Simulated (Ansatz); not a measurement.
Program: Ansatz. Geometries: PBE0-D4/def2-TZVP. ΔE: electronic, gas phase. CCSD(T)/CBS is the MP2 limit (def2-TZVPP, def2-QZVPP) plus CCSD(T) − MP2 in def2-TZVPP, frozen cores. This one scheme is used for every species. DFT in def2-TZVPP. B3LYP here is the variant with VWN-RPA as its local correlation; programs differ in this. Each species was taken in one conformer, which may not be the lowest.

`O[SiH](F)CS` + CH₄ → `C[SiH](O)CS` + H–F  (formal exchange of groups at the Si–F bond)

`O[SiH](F)CS`:

Cartesian coordinates in Å:
```
O -1.069 -0.894 1.215
Si -0.037 0.349 1.006
F 1.345 0.061 1.754
C 0.390 0.603 -0.796
S 0.557 -0.987 -1.669
H -0.817 -1.722 0.797
H -0.663 1.525 1.640
H -0.321 1.243 -1.323
H 1.369 1.083 -0.876
H -0.755 -1.261 -1.748
```

CH₄:

```xyz
5

C     0.000    0.000    0.000
H    -0.975    0.262    0.410
H    -0.133   -0.543   -0.935
H     0.536   -0.628    0.711
H     0.572    0.909   -0.185
```

`C[SiH](O)CS`:

```xyz
13

C     0.468   -0.664    1.487
Si   -0.810   -0.231    0.201
O    -1.106   -1.474   -0.837
C    -0.241    1.251   -0.811
S     1.110    0.782   -1.934
H     0.140   -1.533    2.062
H     0.615    0.165    2.185
H     1.434   -0.910    1.040
H    -2.103    0.077    0.867
H    -0.484   -1.526   -1.569
H     0.043    2.122   -0.216
H    -1.052    1.562   -1.474
H     1.986    0.378   -0.999
```

H–F:

Z-matrix (Å, degrees):
```
F
H 1 0.920
```

```csv
level,ΔE (eV)
B3LYP-D4,1.64
ωB97M-V,1.61
PBE0,1.56
CCSD(T)/def2-TZVPP,1.59
```

What does CCSD(T)/CBS give? (Best estimate.)

Computed: +1.57 eV. The listed levels differ from it by 0.07, 0.04, -0.01, 0.02 eV.

Largest T1 diagnostic among the species: 0.011.

The D4 term adds −0.09 eV with B3LYP and −0.05 eV with PBE0; it sums over pairs of atoms, weighted by their polarisabilities, and B3LYP, whose exchange is more repulsive, gets the larger term. In def2-TZVPP, CCSD(T) changes the Hartree–Fock value by −0.27 eV (the triples alone add −0.03 eV) and MP2 by −0.29 eV.
